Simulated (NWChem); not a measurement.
CH$_{4}$O$_{3}$Si; SMILES O1[SiH](O)OC1

```xyz
9

O      0.4023    -1.9223     0.0000
Si    -0.4500    -0.5043     0.0000
O      0.0040     0.7048    -1.1169
C      0.2778     1.5653     0.0000
O      0.0040     0.7048     1.1169
H      1.3730    -1.8381     0.0000
H     -1.8680    -0.9493     0.0000
H     -0.4003     2.4502     0.0000
H      1.3407     1.9047     0.0000
```
Atoms are numbered in this order, from 1.

Level: PBE-D3(BJ)/def2-SVP (NWChem), optimised geometry, unscaled harmonic frequencies. 

Q: List the harmonic frequencies with IR intensities, and the thermochemistry.

A: 
```json
[
 {"frequency (cm⁻¹)": "178", "IR intensity (km/mol)": "10.3"},
 {"frequency (cm⁻¹)": "193", "IR intensity (km/mol)": "0.4"},
 {"frequency (cm⁻¹)": "355", "IR intensity (km/mol)": "52.2"},
 {"frequency (cm⁻¹)": "388", "IR intensity (km/mol)": "123.4"},
 {"frequency (cm⁻¹)": "610", "IR intensity (km/mol)": "39.4"},
 {"frequency (cm⁻¹)": "681", "IR intensity (km/mol)": "0.0"},
 {"frequency (cm⁻¹)": "713", "IR intensity (km/mol)": "25.3"},
 {"frequency (cm⁻¹)": "775", "IR intensity (km/mol)": "74.0"},
 {"frequency (cm⁻¹)": "855", "IR intensity (km/mol)": "32.5"},
 {"frequency (cm⁻¹)": "894", "IR intensity (km/mol)": "151.6"},
 {"frequency (cm⁻¹)": "964", "IR intensity (km/mol)": "181.8"},
 {"frequency (cm⁻¹)": "976", "IR intensity (km/mol)": "303.0"},
 {"frequency (cm⁻¹)": "1055", "IR intensity (km/mol)": "88.1"},
 {"frequency (cm⁻¹)": "1108", "IR intensity (km/mol)": "4.6"},
 {"frequency (cm⁻¹)": "1108", "IR intensity (km/mol)": "0.2"},
 {"frequency (cm⁻¹)": "1322", "IR intensity (km/mol)": "15.2"},
 {"frequency (cm⁻¹)": "1484", "IR intensity (km/mol)": "7.7"},
 {"frequency (cm⁻¹)": "2261", "IR intensity (km/mol)": "114.3"},
 {"frequency (cm⁻¹)": "2928", "IR intensity (km/mol)": "107.0"},
 {"frequency (cm⁻¹)": "2982", "IR intensity (km/mol)": "52.5"},
 {"frequency (cm⁻¹)": "3753", "IR intensity (km/mol)": "86.9"}
]
```

```json
{
  "zero_point_energy": "36.6 kcal/mol",
  "thermal correction to the enthalpy at 298.15 K (with zero-point energy)": "40.6 kcal/mol",
  "heat capacity Cv": "19.1 cal/(mol K)",
  "entropy at 298.15 K and 1 atm (symmetry number 1)": "73.8 cal/(mol K)",
  "dipole_moment": "1.08 D"
}
```

Rigid rotor and harmonic oscillator.
